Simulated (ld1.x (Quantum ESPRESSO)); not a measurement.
**Which setting gave this result? (Ru, ultrasoft)**

Base potential:

- Element: ruthenium
- Generator: ld1.x (Quantum ESPRESSO) 7.5
- Type: ultrasoft
- Functional: PBE
- Relativity: scalar-relativistic
- Frozen core: [Kr]
- Valence charge: 8
- Reference configuration: 4d7 5s1 5p0
- Partial waves: 5s (bound): rcut 2.15, rcutus 2.80 bohr; 5s channel at 0.25 Ry: rcut 2.15, rcutus 2.80 bohr; 5p (bound, empty): rcut 3.85, rcutus 4.30 bohr; 5p channel at 0.45 Ry: rcut 3.85, rcutus 4.30 bohr; 4d (bound): rcut 1.25, rcutus 1.40 bohr; 4d channel at 0.1 Ry: rcut 1.25, rcutus 1.40 bohr
- Local potential: all-electron potential smoothed inside 4.10 bohr (lloc = -2)
- Core correction: Bessel-smoothed model core inside 1.20 bohr
- Augmentation charge: built from norm-conserving waves at rcut, not smoothed further

Cutoffs, loose and tight: the cutoffs (Ry, on a coarse ladder) from which the occupation-weighted sum of valence levels, in a spherical-Bessel basis at the reference potential, stays within 10 and 1 mRy of its value at 400 Ry. They do not see the model core or the augmentation charge, which bear on the density cutoff. Test errors are all-electron minus pseudo excitation energies from the reference, over the configurations 4d7 5s0 5p0; 4d6 5s0 5p0; 4d5 5s0 5p0; 4d6 5s1 5p0; 4d6 5s2 5p0; 4d6 5s1 5p1; 4d7 5s0.5 5p0; variants that change the core or the reference have their own tests.

Only the d radius is moved:

```
d radius (bohr)  cutoff, loose  cutoff, tight  bound ghosts  largest test error (meV)
           0.86         100 Ry         180 Ry          none                      -425
           1.06          80 Ry         140 Ry          none                      -418
           1.16          70 Ry         140 Ry          none                      -417
           1.34          55 Ry         100 Ry          none                      -416
           1.44          50 Ry          90 Ry          none                      -417
           1.56          45 Ry          70 Ry          none                      -419
           1.68          40 Ry          60 Ry          none                      -423
            1.8          35 Ry          50 Ry          none                      -429
            2.1          25 Ry          40 Ry          none                      -450
```

Question: One more run gave cutoff, loose: 30 Ry; cutoff, tight: 45 Ry; bound ghosts: none; largest test error (meV): -438. Which value of the d radius was used?

Answer: 1.94 bohr. The loose cutoff moves one way along this sweep, from 100 Ry at 0.86 to 25 Ry at 2.1 bohr, which places the run between 1.8 and 2.1 bohr.
